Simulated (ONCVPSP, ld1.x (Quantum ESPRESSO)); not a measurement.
**Potentials for Si (Z = 14) compared**

Generated with ld1.x 7.5 (TM, RRKJ, ultrasoft, PAW), atompaw 4.2 or ONCVPSP 4.0.1. The cutoff is in Ry: for ld1.x and atompaw files where the sum of valence levels is converged to 10 mRy in a Bessel basis, for ONCV files where the hardest occupied wave has 1 mHa per electron of residual kinetic energy. The error is the largest all-electron minus pseudo excitation energy over each file’s own four to seven test configurations (ionisations up to +4, promotions, holes and added fractions of an electron), all of which were solved. The labels leave out finer settings (local radius, basis sizes, second energies), which also bear on the numbers. Spin-polarised tests are not counted. The rows are a selection from randomly drawn settings: files with unsolved tests, undetermined cutoffs or missed reference levels are left out.

A true bound ghost makes a file unfit for plane-wave use even where its test errors are small: the radial tests pick states by their node count and pass the ghost by.

```csv
potential,cutoff (Ry),largest error (meV),bound ghosts
"ONCV, PBE, scalar-relativistic, rc 1.40/1.40 (sp), local p, core correction no, reference 3s2 3p1.5, qcut 5.1/7, projectors 2/0",42,+6.6,s
"ONCV, BLYP, scalar-relativistic, rc 1.15/0.90 (sp), local smoothed, core correction yes, reference 2s2 2p6 3s2 3p1, qcut 10.4/12.1, projectors 2/2",142,-1.5,none
"ONCV, LDA (Perdew-Zunger), scalar-relativistic, rc 0.85/1.15/1.15 (spd), local smoothed, core correction yes, reference 2s2 2p6 3s2 3p1.5, qcut 11.7/14/10, projectors 2/2/1",140,+1.8,none
"ONCV, LDA (Perdew-Zunger), scalar-relativistic, rc 0.90/1.15 (sp), local smoothed, core correction no, reference 2s2 2p6 3s2 3p2, qcut 11.1/11.2, projectors 2/2",117,+1039,none
```

Problem. Fill in the row for Si: PAW, LDA (PZ), scalar-relativistic, rc 2.05/2.15 (sp), local smoothed, core correction yes, reference 3s2 3p2.

Solution. cutoff 8 Ry, largest error -72 meV, bound ghosts: none.

Problem. Fill in the row for Si: ONCV, PBEsol, scalar-relativistic, rc 1.90/1.90/2.25 (spd), local p, core correction yes, reference 3s2 3p1, qcut 2.9/4.9/5, projectors 2/0/3.

Solution. cutoff 49 Ry, largest error +25 meV, bound ghosts: none.

Problem. Fill in the row for Si: ONCV, LDA (Perdew-Zunger), scalar-relativistic, rc 1.15/0.85/0.90 (spd), local smoothed, core correction yes, reference 2s2 2p6 3s2 3p2, qcut 8.2/14.7/9.1, projectors 2/3/2.

Solution. cutoff 190 Ry, largest error +367 meV, bound ghosts: none.
